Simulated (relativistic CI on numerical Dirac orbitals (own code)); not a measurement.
**Ligand-field terms of d8**

Computed with a parametric ligand-field model of a d^n configuration (Racah B and C, spin-orbit zeta, crystal field), exact diagonalisation.

Field parameters in Wybourne normalisation: D4h B²₀ = −7Ds, B⁴₀ = 21(Dq − Dt), B⁴₄ = 21√(5/14) Dq; Oh B⁴₀ = 21Dq, B⁴₄ = √(5/14) B⁴₀. The field is a parameter set, without covalency.

(1) Ground term and bands for B = 380, C = 1860, ζ = 0 cm⁻¹, D4h, 10Dq = 25500, Ds = 2130, Dt = -600 cm⁻¹?

(2) A d8 ion in Oh symmetry has the ground term 3A2 and bands at 3T2 3250 cm⁻¹ (3077 nm), 3T1 5657 cm⁻¹ (1768 nm), 1E 12039 cm⁻¹ (831 nm), 3T1 14593 cm⁻¹ (685 nm), 1T2 14878 cm⁻¹ (672 nm), 1A1 17799 cm⁻¹ (562 nm). Which parameters reproduce them?

(3) Ground term and bands for B = 340, C = 1280, ζ = 0 cm⁻¹, Oh, 10Dq = 5500 cm⁻¹?

(4) Ground term and bands for B = 670, C = 2620, ζ = 0 cm⁻¹, D4h, 10Dq = 29000, Ds = -1500, Dt = -70 cm⁻¹?

(5) Ground term and bands for B = 680, C = 2970, ζ = 0 cm⁻¹, D4h, 10Dq = 38250, Ds = 3000, Dt = 680 cm⁻¹?

Results:

(1) Ground term 3B1 with 2.00 electrons in the two orbitals of the cubic e set. Spin-allowed: 3A2 24413 cm⁻¹ (410 nm), 3B2 25500 cm⁻¹ (392 nm), 3E 30022 cm⁻¹ (333 nm), 3E 38509 cm⁻¹ (260 nm). Lowest spin-forbidden: 1A1 3513 cm⁻¹ (2846 nm), 1B1 6733 cm⁻¹ (1485 nm), 1A1 16025 cm⁻¹ (624 nm).

(2) B = 700, C = 3590, ζ = 0 cm⁻¹, Oh, 10Dq = 3250 cm⁻¹.

(3) Ground term 3A2 with 2.00 electrons in the two orbitals of the cubic e set. Spin-allowed: 3T2 5500 cm⁻¹ (1818 nm), 3T1 8423 cm⁻¹ (1187 nm), 3T1 13177 cm⁻¹ (759 nm). Lowest spin-forbidden: 1E 5159 cm⁻¹ (1938 nm), 1A1 8975 cm⁻¹ (1114 nm), 1T2 10551 cm⁻¹ (948 nm). With an A2 ground term the first spin-allowed band lies at |10Dq| itself.

(4) Ground term 3B1 with 2.00 electrons in the two orbitals of the cubic e set. Spin-allowed: 3E 28289 cm⁻¹ (353 nm), 3B2 29000 cm⁻¹ (345 nm), 3E 35226 cm⁻¹ (284 nm), 3A2 42361 cm⁻¹ (236 nm). Lowest spin-forbidden: 1A1 7342 cm⁻¹ (1362 nm), 1B1 10505 cm⁻¹ (952 nm), 1A1 22878 cm⁻¹ (437 nm).

(5) Ground term 3B1 with 2.00 electrons in the two orbitals of the cubic e set. Spin-allowed: 3E 29818 cm⁻¹ (335 nm), 3A2 30629 cm⁻¹ (326 nm), 3B2 38250 cm⁻¹ (261 nm), 3E 49819 cm⁻¹ (201 nm). Lowest spin-forbidden: 1A1 226 cm⁻¹, 1B1 11304 cm⁻¹ (885 nm), 1A1 32215 cm⁻¹ (310 nm).
